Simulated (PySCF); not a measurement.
C$_{4}$H$_{12}$O$_{2}$Si (SMILES CO[Si](C)(C)OC), singlet, geometry from GFN2-xTB, atoms displaced at random by about 0.03 Å a coordinate. Base run: R2SCAN/STO-3G, gradient in PySCF.

The PySCF input:
```python
from pyscf import gto, scf, dft

mol = gto.Mole()
mol.atom = '''
    C    -2.042953   -1.428829    0.474734
    O    -0.708000   -1.025373    0.616658
    Si   -0.076701    0.333849   -0.104410
    C    -0.783676    1.938898    0.371545
    C    -0.204717    0.106880   -2.016507
    O     1.469618    0.358371    0.445055
    C     2.415843   -0.617172    0.426493
    H    -2.134860   -2.346149    1.115321
    H    -2.281339   -1.678826   -0.470225
    H    -2.764972   -0.624201    0.844016
    H    -1.854810    2.093844    0.101614
    H    -0.215844    2.822490    0.018867
    H    -0.792311    2.063945    1.443340
    H     0.268470   -0.857506   -2.299817
    H     0.453703    0.867856   -2.511654
    H    -1.139655    0.236820   -2.400293
    H     3.278910   -0.256314    1.102464
    H     1.964833   -1.505648    0.903731
    H     2.786137   -0.822412   -0.590250
'''
mol.basis = 'sto-3g'
mol.charge = 0
mol.spin = 0
mol.verbose = 3
mol.build()

mf = dft.RKS(mol)
mf.xc = 'r2scan'
mf.kernel()
g = mf.nuc_grad_method()
grad = g.kernel()
```

The coordinate followed is y of atom 8.

Variants of this job, named by their change:

| change | dE/dx (Eh/bohr) | net force (Eh/bohr) |
|---|---|---|
| base | -0.008558 | 0.003712 |
| finite difference step (bohr) = 0.01; conv_tol = 1e-11 | -0.008553 | - |
| grid_response = on | -0.008561 | 0.000000 |
| conv_tol = 1e-11 | -0.008558 | 0.003712 |
| grids.level = 1; grid_response = on | -0.008596 | 0.000000 |
| grids.level = 1; grid_response = off | -0.008585 | 0.006300 |
| conv_tol = 1e-6 | -0.008555 | 0.003712 |
| conv_tol = 1e-4 | -0.008536 | 0.003713 |
| finite difference step (bohr) = 1e-4; conv_tol = 1e-11 | -0.008561 | - |
| finite difference step (bohr) = 0.05; conv_tol = 1e-11 | -0.008362 | - |
| density fitting = on; auxbasis_response = off | -0.008502 | 0.008243 |
| grids.level = 5; grid_response = on | -0.008545 | 0.000000 |

The net force is zero for an exact gradient.
